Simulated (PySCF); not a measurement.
## How methods differ on the excitation energy of In⁺

In⁺ [Kr] 4d10 5s2 (1S) → In⁺ [Kr] 4d9 5s2 5p1 (high-spin determinant), as a difference of total energies. Computed with PySCF 2.14 in aug-cc-pwCVTZ-DK3 with one added diffuse shell each of s, p, d, f type (11s10p8d5f1g, 125 functions), with scalar relativity by spin-free X2C-1e. Correlated levels: valence and next inner shell: [Ar] 3d10 frozen. The calculations carry no spin-orbit coupling.

```csv
method,excitation energy (cm⁻¹)
UHF,145340
LDA,154460
PBE,152720
PBE0,152310
r2SCAN,152810
r2SCANh,152560
M06,155150
revPBE,152650
MP2 (valence and next inner shell),155510
SCS-MP2 (valence and next inner shell),154200
```

A first-order spin-orbit estimate (lowest level to lowest level, LS coupling) adds -0.199 eV.

The upper state lies above the first ionisation limit, where it may autoionise and the basis confines it.

The determinant of the upper state mixes LS terms, which raises its energy above the lowest term, most at the Hartree-Fock and MP2 levels.
